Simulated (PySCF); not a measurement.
# What a mistake does to a calculation on GeH2O2

These are calculations, not measurements. The program is PySCF 2.14.0, an open-source quantum chemistry code, run on an isolated molecule that a program drew, which may never have been made. The molecule is GeH2O2 (charge 0, singlet), drawn as the SMILES string `[O]=[GeH][OH]`.

Each row is a Hartree-Fock (HF) and frozen-core CCSD(T) single point in the cc-pVDZ basis, meant for a local HF minimum. Run 1 is clean. Each other run has one planted mistake out of seven kinds, and not every kind appears here: one electron removed, one electron added, multiplicity raised by two, geometry at a saddle point, minimal basis STO-3G, one bond length entered in bohr, all coordinates scaled. The reference is restricted for singlets and unrestricted otherwise, and also for a bond in bohr. Adding or removing an electron swaps singlet and doublet. Electrons count all cores. HOMO and LUMO are orbital energies over both spins, the gradient is its largest component, and the lowest frequency (negative if imaginary) is given only where the gradient is small. Bond lengths are over the 4 bonds as drawn. T1 is the CCSD diagnostic: over 0.02 (restricted) or 0.045 (unrestricted) a single reference is doubtful. Germanium has the cc-pVDZ-PP basis, with a core potential (ECP10MDF) in place of its 10 inner electrons, and its 3s, 3p and 3d shells are frozen in CCSD(T).

Geometry of the clean run:
```xyz
5
GeH2O2, angstrom
O     0.7441   -2.6768   -0.7560
Ge   -0.6263   -1.8417   -0.6206
O    -0.6687   -0.1063   -0.4423
H    -2.0582   -2.3537   -0.6206
H    -1.5257    0.2906   -0.3694
```

```
run,electrons,basis functions,<S^2>,HOMO (eV),LUMO (eV),gradient (hartree/bohr),lowest frequency (cm^-1),mean bond (Å),longest bond (Å),T1,HF (hartree),CCSD(T) (hartree),mistake
1,50,61,0.000,-11.76,1.85,2.6e-05,280,1.4559,1.745,0.0243,-444.23756,-444.73809,no fault
2,51,61,0.767,0.82,8.77,5.8e-02,-,1.4559,1.745,0.0204,-444.18812,-444.68525,one electron added
3,49,61,0.758,-20.51,-6.23,1.2e-01,-,1.4559,1.745,0.0241,-443.92590,-444.36601,one electron removed
4,50,61,1.119,-9.08,1.10,4.0e-02,-,1.8141,3.043,0.0349,-444.14665,-444.58718,one bond length entered in bohr
5,50,61,2.025,-6.13,0.58,1.7e-01,-,1.4559,1.745,0.0207,-444.13023,-444.57058,?
6,50,61,0.000,-12.01,2.62,1.9e-01,-,1.3307,1.595,0.0184,-444.17728,-444.65240,?
```

**Which mistake was planted in run 5, and what did it cost?**

Electrons, basis and geometry are unchanged, and <S^2> is 2.025, beside S(S+1) = 2.00 for a multiplicity of 3. So the mistake is: multiplicity raised by two. Subtracting run 1 and multiplying by 627.51 kcal/mol a hartree, the energy moved by 67.4 kcal/mol in HF and 105.1 kcal/mol in CCSD(T).

**Which mistake was planted in run 6, and what did it cost?**

The mean and the longest bond both change by the same factor, 0.914, and the gradient is no longer small. So the mistake is: all coordinates scaled. Subtracting run 1 and multiplying by 627.51 kcal/mol a hartree, the energy moved by 37.8 kcal/mol in HF and 53.8 kcal/mol in CCSD(T).

Cautions from the logs. Run 1: T1 is over the limit, so its CCSD(T) energy is less reliable; run 2: the HOMO is above zero, so the electron isn't bound and the energy depends on the basis.
